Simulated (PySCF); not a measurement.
Compound: C₃H₁₂BN.
Z-matrix (Å and degrees, PBE0-D3(BJ)/def2-SVP geometry), rows numbered from 1:
```
C 
B   1  1.6128
N   2  1.6369  1  107.41
C   3  1.4699  2  115.57  1  -179.97
C   4  1.5147  3  113.55  2  -179.79
H   1  1.1022  2  109.63  3   179.95
H   1  1.1065  2  113.72  3   -61.59
H   1  1.1065  2  113.71  3    61.48
H   2  1.2314  1  114.16  3  -115.00
H   2  1.2315  1  114.14  3   114.98
H   3  1.0228  2  107.71  1   -56.59
H   3  1.0228  2  107.63  1    56.70
H   4  1.0994  3  106.56  2    56.81
H   4  1.0994  3  106.54  2   -56.41
H   5  1.1019  4  111.76  3   -60.54
H   5  1.1019  4  111.73  3    60.64
H   5  1.0996  4  110.31  3  -179.95
```

Linear response at PBE0/def2-SVPD (PySCF, frozen core in the response, non-relativistic).

Static isotropic polarisability: 67.60 au (10.02 Å³), principal values 60.6, 63.8, 78.4 au.

(1) What is the polarisability at 1064 nm and at the sodium D line?

(2) What is the isotropic C6 coefficient between two such molecules, C6 = (3/π)∫α(iω)² dω?

(3) Which effective excitation energy ω̄ makes London's formula C6 = (3/4)α²ω̄ exact here?

(4) The lowest 6 singlets have (eV, f): 6.22, 0.002; 6.67, 0.005; 7.29, 0.004; 7.48, 0.015; 7.56, 0.046; 7.70, 0.035. What share of the static polarisability do they carry in the sum over states α = Σ f/ω²?

(5) What three-body coefficient follows from the one-pole estimate C9 = (3/4)·α·C6?

(6) What n − 1 at the D line would an ideal gas of it have at 273.15 K and 1 atm (2.6868 × 10¹⁹ cm⁻³), by n − 1 = 2π·N·α′?

(7) How many electrons N does the Slater–Kirkwood formula C6 = (3/4)·√N·α^(3/2) need to give this C6?

(8) What molar refraction at the D line follows from R = (4π/3)·N_A·α′, with α′ the polarisability volume?

Results:

(1) 68.11 au at 1064 nm (+0.8 %), 69.30 au at 589.3 nm (+2.5 %). The rise at 589.3 nm is 3.35 times that at 1064 nm; a pure ω² law gives 3.26. The lowest singlet lies at 199 nm, shorter than both wavelengths.

(2) 1927 au (Eh·bohr⁶) by a ten-point quadrature over imaginary frequencies, which is 1150 eV·Å⁶ or 111 J·nm⁶/mol.

(3) ω̄ = 4·C6/(3α²) = 0.562 Eh = 15.3 eV. A one-pole form α(ω) = α/(1 − ω²/ω̄²) fitted to the 1064 nm value gives 13.5 eV.

(4) 1.41 au, 2.1 % of α; the largest term, 0.59 au, is that of the state at 7.56 eV. Their oscillator strengths add up to 0.11. Higher states carry the rest.

(5) 97700 au. This is an estimate from the two numbers above, not a computed integral.

(6) 17.34 × 10⁻⁴, a formal value whether or not that pressure can be reached.

(7) N = (4·C6/3)²/α³ = 21.4; the species has 42 electrons in all.

(8) α′ = 10.27 Å³ gives R = 25.91 cm³/mol, for isolated, non-vibrating species.

One conformer stands for the species.
